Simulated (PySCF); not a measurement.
# What a mistake does to a calculation on B2FH5N anion

Calculated results; nothing here was measured. They come from PySCF 2.14.0, an open-source quantum chemistry program, on an isolated molecule that a program drew, which may never have been made. The molecule is B2FH5N anion (charge -1, singlet), drawn as the SMILES string `N[BH2-]BF`.

Each row is a Hartree-Fock (HF) and frozen-core CCSD(T) single point in the aug-cc-pVDZ basis, meant for a local HF minimum. Run 1 is clean. Each other run has one planted mistake out of seven kinds, and not every kind appears here: one electron removed, one electron added, multiplicity raised by two, geometry at a saddle point, minimal basis STO-3G, one bond length entered in bohr, all coordinates scaled. The reference is restricted for singlets and unrestricted otherwise, and also for a bond in bohr. Adding or removing an electron swaps singlet and doublet. Electrons count all cores. HOMO and LUMO are orbital energies over both spins, the gradient is its largest component, and the lowest frequency (negative if imaginary) is given only where the gradient is small. Bond lengths are over the 8 bonds as drawn. T1 is the CCSD diagnostic: over 0.02 (restricted) or 0.045 (unrestricted) a single reference is doubtful.

Geometry of the clean run:
```xyz
9
B2FH5N anion, angstrom
N    -1.0210   -0.9377    2.3555
B     0.2472   -0.0462    2.5353
B     1.7064   -0.6752    1.9108
F     1.8002   -1.7006    0.9846
H    -1.1018   -1.2833    1.4149
H    -1.8662   -0.4229    2.5304
H     0.2123    1.0569    1.8741
H     0.3874    0.2956    3.7277
H     2.8248   -0.2116    2.1193
```

| run | electrons | basis functions | <S^2> | HOMO (eV) | LUMO (eV) | gradient (hartree/bohr) | lowest frequency (cm^-1) | mean bond (Å) | longest bond (Å) | T1 | HF (hartree) | CCSD(T) (hartree) | mistake |
|---|---|---|---|---|---|---|---|---|---|---|---|---|---|
| 1 | 32 | 137 | 0.000 | -3.88 | 3.83 | 1.9e-05 | 117 | 1.3033 | 1.707 | 0.0152 | -206.23394 | -206.89046 | no fault |
| 2 | 31 | 137 | 0.773 | -10.13 | -0.50 | 5.6e-02 | - | 1.3033 | 1.707 | 0.0576 | -206.15419 | -206.77739 | one electron removed |
| 3 | 32 | 137 | 0.000 | -3.41 | 3.82 | 7.6e-02 | - | 1.2121 | 1.588 | 0.0144 | -206.19314 | -206.84018 | all coordinates scaled |
| 4 | 32 | 137 | 2.016 | -0.40 | 3.73 | 9.2e-02 | - | 1.3033 | 1.707 | 0.0379 | -206.10442 | -206.75312 | multiplicity raised by two |
| 5 | 32 | 25 | 0.000 | -0.50 | 14.54 | 5.1e-02 | - | 1.3033 | 1.707 | 0.0138 | -203.34223 | -203.52833 | ? |
| 6 | 32 | 137 | 0.059 | -2.60 | 3.67 | 3.0e-02 | - | 1.4421 | 2.359 | 0.0283 | -206.14738 | -206.80531 | ? |

**Which mistake was planted in run 5, and what did it cost?**

It has 25 basis functions where the clean run has 137, with the same electrons and geometry. So the mistake is: minimal basis STO-3G. Subtracting run 1 and multiplying by 627.51 kcal/mol a hartree, the energy moved by 1814.6 kcal/mol in HF and 2109.8 kcal/mol in CCSD(T).

**Which mistake was planted in run 6, and what did it cost?**

The mean bond changes by a factor of 1.106 and the longest by 1.382, so the molecule wasn't scaled as a whole. A length L in bohr read as angstrom grows by (1/0.5292 - 1) L = 0.890 L. The 8 bonds together grew by 8 x 0.1388 = 1.110 Å, which gives L = 1.248 Å. That is bond B2-H8, 1.248 Å in the clean geometry. So the mistake is: one bond length entered in bohr. Subtracting run 1 and multiplying by 627.51 kcal/mol a hartree, the energy moved by 54.3 kcal/mol in HF and 53.4 kcal/mol in CCSD(T).

Cautions from the logs. Run 2: T1 is over the limit, so its CCSD(T) energy is less reliable.
